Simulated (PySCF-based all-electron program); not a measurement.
**Forces on B5H9, singlet by several functionals**

Calculated with an in-house all-electron program built on PySCF, in large uncontracted Gaussian sets near the basis limit; the spin-free Dirac equation, no spin–orbit coupling, spin-restricted. Forces are good to about 0.005 eV/Å. Atoms are numbered as listed.

| atom | x (Å) | y (Å) | z (Å) |
| --- | --- | --- | --- |
| B | -1.0979 | -0.0179 | 0.0420 |
| B | 0.1279 | 0.0405 | 1.3434 |
| B | -0.0006 | 1.1791 | 0.0624 |
| B | 0.0141 | -0.0580 | -1.3440 |
| B | -0.0374 | -1.2065 | -0.0934 |
| H | -2.3679 | 0.0198 | -0.0506 |
| H | 0.0723 | 0.2050 | 2.4240 |
| H | -0.1933 | 2.4337 | 0.0721 |
| H | 0.0911 | -0.0527 | -2.4570 |
| H | -0.1045 | -2.3130 | -0.2042 |
| H | 0.9930 | 0.8769 | 1.0310 |
| H | 0.7277 | 0.9114 | -0.9395 |
| H | 0.9452 | -1.0753 | -0.9099 |
| H | 0.8303 | -0.9431 | 1.0237 |

PBE forces:

```json
{"atom": "B1", "Fx": "-2.707", "Fy": "0.397", "Fz (eV/Å)": "-0.585"}
{"atom": "B2", "Fx": "-1.213", "Fy": "-1.309", "Fz (eV/Å)": "-3.452"}
{"atom": "B3", "Fx": "-0.367", "Fy": "3.072", "Fz (eV/Å)": "-0.638"}
{"atom": "B4", "Fx": "-0.242", "Fy": "0.562", "Fz (eV/Å)": "3.678"}
{"atom": "B5", "Fx": "0.833", "Fy": "-0.405", "Fz (eV/Å)": "1.543"}
{"atom": "H6", "Fx": "1.600", "Fy": "-0.111", "Fz (eV/Å)": "0.433"}
{"atom": "H7", "Fx": "-0.666", "Fy": "-0.069", "Fz (eV/Å)": "2.911"}
{"atom": "H8", "Fx": "0.463", "Fy": "-1.417", "Fz (eV/Å)": "0.008"}
{"atom": "H9", "Fx": "-0.307", "Fy": "0.001", "Fz (eV/Å)": "-2.104"}
{"atom": "H10", "Fx": "-0.361", "Fy": "-2.386", "Fz (eV/Å)": "0.353"}
{"atom": "H11", "Fx": "0.390", "Fy": "0.716", "Fz (eV/Å)": "-0.893"}
{"atom": "H12", "Fx": "1.816", "Fy": "0.730", "Fz (eV/Å)": "-0.587"}
{"atom": "H13", "Fx": "-0.054", "Fy": "0.979", "Fz (eV/Å)": "-0.484"}
{"atom": "H14", "Fx": "0.816", "Fy": "-0.759", "Fz (eV/Å)": "-0.182"}
```

Problem. What forces does r2SCAN give?

Solution. The forces move by 0.151 eV/Å (r.m.s. over the atoms) from PBE.

| atom | Fx | Fy | Fz (eV/Å) |
| --- | --- | --- | --- |
| B1 | -2.661 | 0.407 | -0.644 |
| B2 | -1.133 | -1.324 | -3.363 |
| B3 | -0.385 | 3.223 | -0.701 |
| B4 | -0.161 | 0.624 | 3.646 |
| B5 | 0.849 | -0.613 | 1.521 |
| H6 | 1.776 | -0.118 | 0.463 |
| H7 | -0.693 | -0.115 | 2.743 |
| H8 | 0.502 | -1.587 | 0.011 |
| H9 | -0.348 | -0.003 | -1.928 |
| H10 | -0.361 | -2.228 | 0.400 |
| H11 | 0.270 | 0.663 | -0.962 |
| H12 | 1.768 | 0.684 | -0.543 |
| H13 | -0.175 | 1.070 | -0.446 |
| H14 | 0.751 | -0.682 | -0.197 |
